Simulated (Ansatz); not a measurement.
Geometry optimisation, RKS revPBE/def2-SVP (Ansatz).

The input (input.yaml):

```yaml
crystal:
  periodic: [false, false, false]
  atoms:
    - { symbol: "N", position_ang: [-0.6137, 0.5998, 1.1668] }
    - { symbol: C, position_ang: [0.2859, -0.4639, 1.1129] }
    - { symbol: "N", position_ang: [0.8263, -0.594, -0.2356] }
    - { symbol: Ga, position_ang: [-0.156, -0.9256, -1.8097] }
    - { symbol: Cl, position_ang: [-0.5185, 1.5795, -2.5311] }
    - { symbol: H, position_ang: [-0.36069, 1.31864, 1.93153] }
    - { symbol: H, position_ang: [-1.56929, 0.25607, 1.47135] }
    - { symbol: H, position_ang: [-0.1933, -1.3868, 1.3752] }
    - { symbol: H, position_ang: [1.1028, -0.2707, 1.8986] }
    - { symbol: H, position_ang: [1.5288, 0.1969, -0.3494] }
    - { symbol: H, position_ang: [-0.6643, -0.8083, -1.9317] }
basis:
  gaussian: { orbitals: def2-SVP }
hamiltonian:
  xc: revpbe
relax:
  f_tol: 0.015
  max_steps: 40
```

Run as:

```bash
$ ansatz run input.yaml --threads 2 --pin off --max-ram 3072MiB --backend cpu --events-out ev --progress --plain --runs-dir out
```

Problem. Where does it end, and by what steps?

Solution. The run converged. After 23 steps the energy has fallen by 62.990 eV; Ga4 moved furthest, 0.99 Å. The start is strongly strained (largest force component 307 eV/Å). Joined: N1–Ga4.

```tsv
step	energy less start (eV)	largest force component (eV/Å)	accepted
0	0.0000	307.160	yes
1	-50.9996	42.707	yes
2	-56.2734	24.547	yes
3	-60.0997	8.999	yes
4	-61.7620	2.002	yes
5	-62.2416	1.861	yes
6	-62.4615	1.282	yes
7	-62.6381	0.723	yes
8	-62.5008	1.831	no
9	-62.7350	0.208	yes
10	-62.7802	0.194	yes
11	-62.8273	0.207	yes
12	-62.8812	0.387	yes
13	-62.9110	0.536	yes
14	-62.9516	0.443	yes
15	-62.9761	0.267	yes
16	-62.9831	0.085	yes
17	-62.9864	0.061	yes
18	-62.9877	0.069	yes
19	-62.9889	0.060	yes
20	-62.9897	0.060	yes
21	-62.9900	0.029	yes
22	-62.9901	0.017	yes
23	-62.9901	0.005	yes
```

```xyz
11
Properties=species:S:1:pos:R:3
N -0.803 0.315 0.869
C 0.473 -0.475 1.132
N 1.072 -0.722 -0.162
Ga -0.410 -0.142 -1.259
Cl -0.129 1.836 -2.231
H -0.668 1.327 1.008
H -1.609 0.026 1.444
H 0.136 -1.412 1.639
H 1.139 0.058 1.848
H 1.952 -0.212 -0.290
H -1.485 -1.097 -1.899
```

Whether the end is a true minimum wasn't checked by a vibrational analysis.

Run time: 62 s on 2 threads of Arm Neoverse V2, with other jobs on the host, peak memory 0.18 GiB.
